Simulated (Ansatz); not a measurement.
Computed with Ansatz on PBE0-D4/def2-TZVP structures; ΔE is electronic, products minus reactants. CCSD(T)/CBS adds triple-zeta CCSD(T) − MP2 to the extrapolated MP2 energy (def2 sets, frozen cores). This one scheme is used for every species. Functionals use def2-TZVPP. B3LYP here is the variant with VWN-RPA as its local correlation; programs differ in this. HSE06 is defined as in plane-wave codes. Each species was taken in one conformer, which may not be the lowest.

`B[SiH2][SiH2][SiH3]` + `BS` → `BSB` + `[SiH3][SiH2][SiH3]`  (cleavage of the B–Si bond)

Task: Is it downhill or uphill in electronic energy at CCSD(T)/CBS, and by how much? (An estimate is asked.)

Result: Ansatz gave: Downhill: ΔE = -19.6 kcal/mol.

Task: What do these levels give: B3LYP-D4, r2SCANh-D4, HSE06-D4, r2SCANh, HSE06, BHLYP, CCSD(T)/def2-SVP, HF/def2-TZVPP, SCS-MP2/def2-TZVPP, CCSD/def2-TZVPP, MP2/CBS(def2), CCSD/CBS(def2)? (Best estimate.)

Result: The calculation gave: B3LYP-D4 -18.9, r2SCANh-D4 -18.7, HSE06-D4 -18.2, r2SCANh -18.9, HSE06 -18.6, BHLYP -20.6, CCSD(T)/def2-SVP -19.7, HF/def2-TZVPP -21.8, SCS-MP2/def2-TZVPP -21.1, CCSD/def2-TZVPP -19.4, MP2/CBS(def2) -21.5, CCSD/CBS(def2) -19.6 kcal/mol.

Task: What do rigid-rotor, harmonic-oscillator terms from PBE0-D4/def2-TZVP frequencies (298.15 K, 1 bar) make of the CCSD(T)/CBS value? (Estimate.)

Result: Ansatz gave: ΔZPE = +0.4 kcal/mol, ΔH = -19.5 kcal/mol, ΔS = -21 J/(mol·K), ΔG = -18.0 kcal/mol. Modes under 50 cm⁻¹ make the entropy rough.

Largest T1 diagnostic among the species: 0.015.

From BLYP to BHLYP (50 % exact exchange), in def2-TZVPP and without D4, ΔE moves by −1.7 kcal/mol. Leaving LDA and LC-ωPBE aside and taking each functional with its dispersion term where it has one, the values, not all of them listed here, spread over 3.0 kcal/mol, from B2PLYP to PBE-D4.
